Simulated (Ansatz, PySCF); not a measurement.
Gas-phase reaction (SMILES): [NH2][Al]([NH2])[F] + N (NH3) → [NH2][Al]([NH2])[NH2] + F (HF); ammonia cleaves one Al-F bond, a model of a ligand-exchange step.

Geometries: B3LYP-D3(BJ)/def2-TZVP minima from Ansatz (an electronic-structure program), one conformer each, not searched for the lowest. Valence correlation only, unless marked. No spin-orbit coupling. Non-relativistic. Basis-set limits of correlation are two-point, X^-3; Hartree-Fock from the larger set. Thermal terms are rigid-rotor harmonic-oscillator values from B3LYP-D3(BJ) frequencies (Ansatz or PySCF) at 298.15 K and 1 atm. 1 Eh = 627.5095 kcal/mol.

| species | E, CCSD(T)/CBS(aug-cc-pV(T+d)Z,aug-cc-pV(Q+d)Z) (Ansatz) (Eh) | E, PBE-D3(BJ)/def2-TZVPD (Ansatz + dftd3) (Eh) | H - E (Eh) |
|---|---|---|---|
| [NH2][Al]([NH2])[F] | -453.77674 | -454.08502 | 0.06081 |
| N (NH3) | -56.50411 | -56.51114 | 0.03799 |
| [NH2][Al]([NH2])[NH2] | -409.84719 | -410.16103 | 0.08441 |
| F (HF) | -100.39216 | -100.39533 | 0.01259 |

Problem. Work out ΔE and ΔH at 298.15 K at the first level, then ΔH at the second.

Solution. 
1. ΔE = [(-409.84719) + (-100.39216)] - [(-453.77674) + (-56.50411)] = 0.04150 Eh = 26.0 kcal/mol at CCSD(T)/CBS(aug-cc-pV(T+d)Z,aug-cc-pV(Q+d)Z).
2. The terms H - E add up to -0.00180 Eh, so ΔH = (0.04150 + (-0.00180))×627.5095 = 24.9 kcal/mol.
3. At PBE-D3(BJ)/def2-TZVPD the same steps give ΔE = 25.0 and ΔH = 23.8 kcal/mol, a shift of -1.1 from the first level.
4. These values are not checked against measurement here, since the tables used lack a sound gas-phase enthalpy of formation for at least one species.
